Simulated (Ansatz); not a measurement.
Relaxation of ClFGeH₃ (6 atoms, charge 0, multiplicity 2), to a largest force component of 0.03 eV/Å in at most 50 steps.

All numbers below come from UKS PBE0-D4/def2-SVPD in Ansatz.

```xyz
6
Properties=species:S:1:pos:R:3
Ge 0.000 0.000 -0.130
F 0.000 0.000 1.592
H 1.475 0.000 -0.548
H -0.737 1.277 -0.548
H -0.737 -1.277 -0.548
Cl 0.000 0.000 4.293
```

**Question.** Where does it end, and by what steps?

**Answer.** The run converged. After 3 steps the energy has fallen by 0.028 eV; F2 moved furthest, 0.03 Å.

| step | energy less start (eV) | largest force component (eV/Å) | accepted |
| --- | --- | --- | --- |
| 0 | 0.0000 | 1.263 | yes |
| 1 | -0.0204 | 0.654 | yes |
| 2 | -0.0277 | 0.055 | yes |
| 3 | -0.0278 | 0.009 | yes |

```xyz
6
Properties=species:S:1:pos:R:3
Ge 0.000 0.000 -0.150
F 0.000 0.000 1.618
H 1.477 0.000 -0.556
H -0.738 1.279 -0.557
H -0.738 -1.279 -0.557
Cl 0.000 0.000 4.312
```

Whether the end is a true minimum wasn't checked by a vibrational analysis.

Time of the run: 20 s on 4 threads of Arm Neoverse V1 (shared host), peak memory 0.38 GiB.
